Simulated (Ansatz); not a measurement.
A nudged elastic band was laid between two geometries of CH$_{5}$NO$_{2}$SeSi (11 atoms, charge 0, multiplicity 1).

Computed with RKS BHLYP-D4/def2-SVP in Ansatz 0.2.0.

```json
{"movable images": "9", "climbing image": "yes", "spring": "5.0 eV/Å²", "optimiser": "quadratic models (default)", "start path": "through a guess of the saddle point", "force threshold": "0.03 eV/Å", "iteration limit": "29", "end points": "relaxed"}
```

Initial state:

```xyz
11
Properties=species:S:1:pos:R:3
N -0.954 -1.423 0.500
Si 0.172 -0.216 0.182
Se 1.986 -0.534 1.478
O 0.703 0.198 -1.359
C 0.052 1.443 -1.232
O -0.547 1.292 0.039
H -0.711 -2.331 0.854
H -1.907 -1.355 0.184
H 1.208 -0.988 2.630
H -0.703 1.586 -2.013
H 0.767 2.272 -1.242
```

Final state:

```xyz
11
Properties=species:S:1:pos:R:3
N -1.208 -1.515 0.397
Si -0.042 -0.307 0.350
Se 1.331 -0.688 2.091
O 0.817 0.117 -1.035
C 0.144 1.356 -1.057
O -0.708 1.205 0.057
H -1.061 -2.422 0.804
H -2.077 -1.433 -0.102
H 2.460 -0.050 1.420
H -0.428 1.488 -1.982
H 0.838 2.193 -0.922
```

Problem. Which bonds break or form, and what moves?

Solution. No bond is made or broken. The dihedral O6–Si2–Se3–H9 goes from 96 to -77°.

Problem. Give the energies along the band, and the barrier.

Solution. It converged. The highest image is number 2 of 0 to 10, 1.5 kcal/mol above the first end and 2.0 kcal/mol above the last; the last end lies 0.5 kcal/mol below the first. The profile has 2 maxima (images 2, 7) with wells between them (image 4): this band takes more than one step, which may be the mechanism or a detour left from its start path. A vibrational analysis at the climbing image gives one clearly imaginary mode, 215i cm⁻¹: a first-order saddle point.

```csv
image,path coordinate (Å),energy (kcal/mol),dihedral O6–Si2–Se3–H9 (°)
0,0.00,0.0,96
1,0.46,0.7,115
2,0.92,1.5,135
3,1.36,0.8,154
4,1.80,0.0,172
5,2.23,0.3,-171
6,2.67,1.1,-154
7,3.11,1.5,-135
8,3.55,1.1,-116
9,3.99,0.1,-96
10,4.43,-0.5,-77
```

Problem. What is the geometry of the highest image?

Solution. 
```xyz
11
Properties=species:S:1:pos:R:3
N -0.920 -1.408 0.492
Si 0.153 -0.139 0.235
Se 1.855 -0.279 1.713
O 0.625 0.180 -1.347
C 0.037 1.458 -1.257
O -0.489 1.404 0.050
H -0.820 -2.116 1.196
H -1.750 -1.520 -0.067
H 1.344 -1.481 2.366
H -0.754 1.591 -2.003
H 0.785 2.253 -1.357
```

The band took 21 iterations and of the order of 30 core-minutes.

The run took 17 min on 2 threads of Arm Neoverse V1 (shared host), peak memory 0.36 GiB.
